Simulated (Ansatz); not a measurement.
Start from `CO[SiH](Cl)SC` and change one atom or group to get `CO[SiH]([SiH3])Cl`.

Ansatz, PBE0-D4/def2-TZVP geometries, multiplicity 1. Each molecule was computed in one conformer, which needn't be the lowest.

```csv
property,`CO[SiH](Cl)SC`
size of the dipole moment (B3LYP/def2-TZVPP) / D,1.27
HOMO energy (ωB97M-V/def2-TZVPP) / eV,-9.37
HOMO energy (PBE0/def2-TZVPP) / eV,-7.18
HOMO–LUMO gap (PBE0/def2-TZVPP) / eV,7.13
HOMO energy (PBE/def2-TZVPP) / eV,-5.95
HOMO energy (B3LYP/def2-TZVPP) / eV,-6.92
```

What does the change do to each property? (An estimate is asked.)

Ansatz gave: 
```tsv
property	`CO[SiH]([SiH3])Cl`	shift
size of the dipole moment (B3LYP/def2-TZVPP) / D	1.42	0.15
HOMO energy (ωB97M-V/def2-TZVPP) / eV	-10.16	-0.79
HOMO energy (PBE0/def2-TZVPP) / eV	-8.09	-0.91
HOMO–LUMO gap (PBE0/def2-TZVPP) / eV	7.92	0.79
HOMO energy (PBE/def2-TZVPP) / eV	-6.87	-0.92
HOMO energy (B3LYP/def2-TZVPP) / eV	-7.89	-0.97
```

With PBE0 the HOMO falls by 0.91 eV and the LUMO falls by 0.13 eV, so the gap widens by about 0.78 eV. PBE moves the HOMO by -0.92 eV and ωB97M-V by -0.79 eV. Dipoles are sizes alone; their direction can turn.

B3LYP here is the variant with VWN-RPA as its local correlation; programs differ in this.
